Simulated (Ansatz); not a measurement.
A nudged elastic band was laid between two geometries of BrH + CH5B (9 atoms, charge 0, multiplicity 1).

All numbers below come from RHF/def2-SVP (Ansatz).

```json
{"movable images": "7", "climbing image": "yes", "spring": "5.0 eV/Å²", "optimiser": "quadratic models (default)", "start path": "through a guess of the saddle point", "force threshold": "0.5 eV/Å", "iteration limit": "60", "end points": "relaxed"}
```

First end point:

```xyz
9
Properties=species:S:1:pos:R:3
B 0.129 -0.364 -0.130
H 0.170 -0.641 1.042
C 1.452 -0.215 -0.965
H 1.713 -1.236 -1.283
H 1.341 0.381 -1.873
H 2.299 0.155 -0.384
H -0.952 -0.284 -0.650
Br -0.172 3.055 1.371
H -0.358 2.234 2.501
```

Last end point:

```xyz
9
Properties=species:S:1:pos:R:3
B 0.081 0.758 -0.912
H -0.098 -0.291 3.453
C 1.450 0.032 -1.128
H 1.439 -0.898 -0.548
H 1.544 -0.268 -2.176
H 2.324 0.614 -0.840
H -0.962 0.279 -1.244
Br -0.038 2.495 -0.069
H -0.120 0.363 3.092
```

(1) Which bonds break or form, and what moves?

(2) What energy profile does the band end with?

(3) What is the geometry of the highest image?

The band took 7 iterations and of the order of 90 core-seconds.

Results:

(1) Bonds broken: B1–H2, Br8–H9. Bonds formed: B1–Br8, H2–H9. BrH + CH5B becomes CH4BBr + H2.

(2) It converged. The highest image is number 3 of 0 to 8, 110.0 kJ/mol above the first end and 160.3 kJ/mol above the last; the last end lies 50.4 kJ/mol below the first. The threshold of 0.5 eV/Å is loose, so the images may lie well off the minimum-energy path. The order of the point at the top wasn't checked. The orbitals stay closed-shell, which can raise the energy where a bond breaks towards radicals; this wasn't checked here.

```json
{"image": "0", "path coordinate (Å)": "0.00", "energy (kJ/mol)": "0.0", "B1–H2 (Å)": "1.20", "Br8–H9 (Å)": "1.41", "B1–Br8 (Å)": "3.75"}
{"image": "1", "path coordinate (Å)": "0.80", "energy (kJ/mol)": "2.7", "B1–H2 (Å)": "1.21", "Br8–H9 (Å)": "1.41", "B1–Br8 (Å)": "3.48"}
{"image": "2", "path coordinate (Å)": "1.61", "energy (kJ/mol)": "22.4", "B1–H2 (Å)": "1.21", "Br8–H9 (Å)": "1.42", "B1–Br8 (Å)": "3.01"}
{"image": "3", "path coordinate (Å)": "2.41", "energy (kJ/mol)": "110.0", "B1–H2 (Å)": "1.28", "Br8–H9 (Å)": "1.66", "B1–Br8 (Å)": "2.36"}
{"image": "4", "path coordinate (Å)": "3.21", "energy (kJ/mol)": "8.0", "B1–H2 (Å)": "1.75", "Br8–H9 (Å)": "2.41", "B1–Br8 (Å)": "2.00"}
{"image": "5", "path coordinate (Å)": "4.02", "energy (kJ/mol)": "-39.1", "B1–H2 (Å)": "2.50", "Br8–H9 (Å)": "3.03", "B1–Br8 (Å)": "1.94"}
{"image": "6", "path coordinate (Å)": "4.82", "energy (kJ/mol)": "-48.8", "B1–H2 (Å)": "3.21", "Br8–H9 (Å)": "3.47", "B1–Br8 (Å)": "1.94"}
{"image": "7", "path coordinate (Å)": "5.63", "energy (kJ/mol)": "-50.0", "B1–H2 (Å)": "3.85", "Br8–H9 (Å)": "3.56", "B1–Br8 (Å)": "1.93"}
{"image": "8", "path coordinate (Å)": "6.43", "energy (kJ/mol)": "-50.4", "B1–H2 (Å)": "4.49", "Br8–H9 (Å)": "3.81", "B1–Br8 (Å)": "1.93"}
```

(3) 
```xyz
9
Properties=species:S:1:pos:R:3:forces:R:3
B 0.043 0.198 0.064 0.07 -0.15 -0.19
H 0.153 -0.193 1.282 -0.04 0.00 0.11
C 1.381 0.007 -0.747 0.05 0.00 0.11
H 1.498 -1.071 -0.901 0.08 -0.01 -0.10
H 1.347 0.486 -1.726 -0.05 -0.02 0.00
H 2.263 0.370 -0.216 -0.04 -0.04 -0.04
H -1.061 -0.008 -0.332 -0.01 0.03 0.05
Br -0.089 2.426 0.826 -0.02 0.17 0.06
H 0.085 0.869 1.377 -0.04 0.01 0.01
```

Time of the run: 93 s on 1 thread of Arm Neoverse V1, with other jobs on the host, peak memory 0.17 GiB.
